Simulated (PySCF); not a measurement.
# Electron correlation in O⁺ (oxygen, charge +1)

[He] 2s2 2p2 3s1, high-spin 4P determinant (an excited configuration). Calculation: PySCF 2.14, in aug-cc-pVTZ (5s4p3d2f, 46 functions); the non-relativistic Hamiltonian (point nucleus). Frozen: 1s2; 5 electrons correlated.

| level | correlation energy (mhartree) |
| --- | --- |
| CCSD | -106.91 |
| (T) | -2.26 |
| CCSD(T) | -109.17 |

Diagnostics: T1 = 0.0070, D1 = 0.0183, largest double amplitude 0.116.

The outer electron is Rydberg-like, and this basis confines it to a smaller radius and binds it less than a complete one would.

Cost of the coupled-cluster step: of the order of 1.6 core-seconds, for 5 correlated electrons.

Iterations:

```
CC2 = 0
CCSD nocc = (np.int64(4), np.int64(1)), nmo = (45, 45)
frozen orbitals [[0], [0]]
max_cycle = 100
direct = 0
conv_tol = 1e-08
conv_tol_normt = 1e-06
diis_space = 8
diis_start_cycle = 0
Init t2, MP2 energy = -0.0846563220509252
Init E_corr(UCCSD) = -0.084656322050948
cycle = 1  E_corr(UCCSD) = -0.100383875214308  dE = -0.0157275532  norm(t1,t2) = 0.0472777
cycle = 2  E_corr(UCCSD) = -0.105416649474135  dE = -0.00503277426  norm(t1,t2) = 0.037663
cycle = 3  E_corr(UCCSD) = -0.103240867982339  dE = 0.00217578149  norm(t1,t2) = 0.0447717
cycle = 4  E_corr(UCCSD) = -0.106823781792799  dE = -0.00358291381  norm(t1,t2) = 0.0339085
cycle = 5  E_corr(UCCSD) = -0.106792174724679  dE = 3.16070681e-05  norm(t1,t2) = 0.00466236
cycle = 6  E_corr(UCCSD) = -0.10693413257117  dE = -0.000141957846  norm(t1,t2) = 0.00160478
cycle = 7  E_corr(UCCSD) = -0.106897099239011  dE = 3.70333322e-05  norm(t1,t2) = 0.000613845
cycle = 8  E_corr(UCCSD) = -0.106912547917155  dE = -1.54486781e-05  norm(t1,t2) = 0.000204664
cycle = 9  E_corr(UCCSD) = -0.106909145770815  dE = 3.40214634e-06  norm(t1,t2) = 5.39508e-05
cycle = 10  E_corr(UCCSD) = -0.106909136479312  dE = 9.29150232e-09  norm(t1,t2) = 1.22269e-05
cycle = 11  E_corr(UCCSD) = -0.106909057423321  dE = 7.90559916e-08  norm(t1,t2) = 4.76307e-06
cycle = 12  E_corr(UCCSD) = -0.106909074586801  dE = -1.716348e-08  norm(t1,t2) = 1.21436e-06
cycle = 13  E_corr(UCCSD) = -0.106909059647574  dE = 1.49392261e-08  norm(t1,t2) = 2.94022e-07
cycle = 14  E_corr(UCCSD) = -0.106909062176421  dE = -2.52884634e-09  norm(t1,t2) = 1.11791e-07
UCCSD converged
E(UCCSD) = -73.64011678078263  E_corr = -0.1069090621764208
UCCSD(T) correction = -0.0022592333594907
```
